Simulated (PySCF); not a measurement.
NICS in rings of unrelated molecules.

Probes without a nucleus sit at each ring's centroid and 1 Å off its mean plane on both sides; NICS is minus the shielding there, NICSzz its component along the normal. Level: GIAO PBE0/pcSseg-1 (PySCF, non-relativistic, gas phase) on the GFN2-xTB geometries, one conformer each. Atom numbers follow the mapped SMILES.

Question: Order these rings by mean NICS(1)zz, lowest (most negative) first (ppm).
A. ring Si4–N5–Si6–N7 in `[O:1]=[C:2]([OH:3])[SiH:4]1[NH:5][SiH2:6][NH:7]1`
B. ring Si3–C6–S7–C8 in `[CH3:1][CH2:2][Si:3]1([CH2:4][F:5])[CH2:6][S:7][CH2:8]1`
C. ring C3–N4–N5–C6–C8–C9 in `[CH:1]#[C:2][c:3]1[n:4][n:5][c:6]([CH3:7])[cH:8][c:9]1[F:10]`
D. ring C3–C4–C5–N6–N7–C8 in `[CH:1]#[C:2][c:3]1[cH:4][cH:5][n:6][n:7][c:8]1[CH:9]=[CH2:10]`
E. ring C3–O4–C5–C6 in `[CH3:1][O:2][C@@H:3]1[O:4][CH2:5][C@@H:6]1[C:7]([Cl:8])([Cl:9])[Cl:10]`
F. ring C2–C3–C4–C5–C6–C10 in `[F:1][c:2]1[cH:3][cH:4][cH:5][c:6]2[nH:7][n:8][cH:9][c:10]12`
G. ring C4–C5–C7–C8 in `[CH2:1]=[N:2]/[CH:3]=[C:4]1/[C:5](=[CH2:6])[CH:7]=[C:8]1[C:9]#[N:10]`

Answer: F (-28.9), C (-25.2), D (-23.7), A (-0.1), E (2.1), G (3.2), B (7.4).

| SMILES | ring | NICS(0) | NICS(1) | NICS(1)zz | HOMA | rms pucker (Å) | ring atoms with four or more neighbours |
| --- | --- | --- | --- | --- | --- | --- | --- |
| Fc1cccc2[nH]ncc12 | 6-membered carbocycle; formal bonds all aromatic | -11.8 | -11.9 | -28.9 | 0.93 | 0.00 | 0 |
| C#Cc1nnc(C)cc1F | 6-membered ring with 2 N; formal bonds all aromatic | -7.1 | -11.1 | -25.2 | 0.95 | 0.00 | 0 |
| C#Cc1ccnnc1C=C | 6-membered ring with 2 N; formal bonds all aromatic | -4.3 | -10.3 | -23.7 | 0.95 | 0.00 | 0 |
| O=C(O)[SiH]1N[SiH2]N1 | 4-membered ring with 2 N and 2 Si; formal bonds all single | -7.5 | -1.1 | -0.1 | – | 0.02 | 2 |
| CO[C@@H]1OC[C@@H]1C(Cl)(Cl)Cl | 4-membered ring with O; formal bonds all single | -1.8 | 0.0 | 2.1 | – | 0.01 | 3 |
| C=N/C=C1/C(=C)C=C1C#N | 4-membered carbocycle; formal bonds 1 double, 3 single | 3.0 | -2.5 | 3.2 | -0.64 | 0.00 | 0 |
| CC[Si]1(CF)CSC1 | 4-membered ring with S and Si; formal bonds all single | -1.9 | 0.2 | 7.4 | – | 0.01 | 3 |

NICS(0) gives another order. The isotropic NICS(1) gives another order. Over the 4 rings with a HOMA value its correlation coefficient with NICS(1)zz is -0.99. HOMA uses Krygowski's 1993 parameters; it is left out where a ring has a four-coordinate atom, a triple bond, no multiple bond or a kind of bond without parameters. NICS(1) and NICS(1)zz are means over the two faces.
